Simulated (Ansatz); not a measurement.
Relaxation of AlFHNaSe (5 atoms, charge 0, multiplicity 1), to a largest force component of 0.015 eV/Å in at most 40 steps.

Method: RKS PBE-D4/def2-SVP (Ansatz).

```xyz
5
Properties=species:S:1:pos:R:3
F -1.391 -1.123 0.584
Al 0.147 -0.594 0.207
Na 2.543 -1.836 0.361
Se 0.054 1.672 -0.623
H 1.443 1.873 -0.869
```

Problem. Where does it end, and by what steps?

Solution. The forces met the threshold. After 6 steps the energy has fallen by 0.150 eV; Na3 moved furthest, 0.22 Å.

```json
{"step": "0", "energy less start (eV)": "0.0000", "largest force component (eV/Å)": "1.683", "accepted": "yes"}
{"step": "1", "energy less start (eV)": "-0.0640", "largest force component (eV/Å)": "0.638", "accepted": "yes"}
{"step": "2", "energy less start (eV)": "-0.1345", "largest force component (eV/Å)": "0.500", "accepted": "yes"}
{"step": "3", "energy less start (eV)": "-0.1472", "largest force component (eV/Å)": "0.245", "accepted": "yes"}
{"step": "4", "energy less start (eV)": "-0.1487", "largest force component (eV/Å)": "0.104", "accepted": "yes"}
{"step": "5", "energy less start (eV)": "-0.1494", "largest force component (eV/Å)": "0.022", "accepted": "yes"}
{"step": "6", "energy less start (eV)": "-0.1495", "largest force component (eV/Å)": "0.007", "accepted": "yes"}
```

```xyz
5
Properties=species:S:1:pos:R:3
F -1.342 -1.092 0.569
Al 0.196 -0.488 0.156
Na 2.634 -2.027 0.421
Se -0.080 1.750 -0.635
H 1.387 1.847 -0.852
```

The run took 12 s on 1 CPU thread of a shared host.
